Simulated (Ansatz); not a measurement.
`C[O][SnH2][F]` + `CN[SiH2][SiH2]N` → `C[NH][SnH2][O]C` + `N[SiH2][SiH2]F`  (redistribution)

Isolated molecules relaxed with PBE0-D4/def2-TZVP in Ansatz; ΔE leaves out vibrations. CBS: MP2 limit from def2 TZ/QZ plus the TZ coupled-cluster correction, frozen cores. DFT in def2-TZVPP. Elements past krypton have def2 core potentials. For Sn outer-core shells are correlated without core-valence functions, which leaves a few kJ/mol of doubt a bond. Each species was taken in one conformer, which may not be the lowest.

```csv
species,B2PLYP energy (Eh)
`C[O][SnH2][F]`,-430.24463
`CN[SiH2][SiH2]N`,-732.35716
`C[NH][SnH2][O]C`,-425.58958
`N[SiH2][SiH2]F`,-737.01769
```

Work out ΔE.

ΔE = (-425.58958) + (-737.01769) − (-430.24463) − (-732.35716) = -0.00548 Eh = -14.4 kJ/mol. CCSD(T)/CBS gives -17.8 kJ/mol.

Largest T1 diagnostic among the species: 0.014.
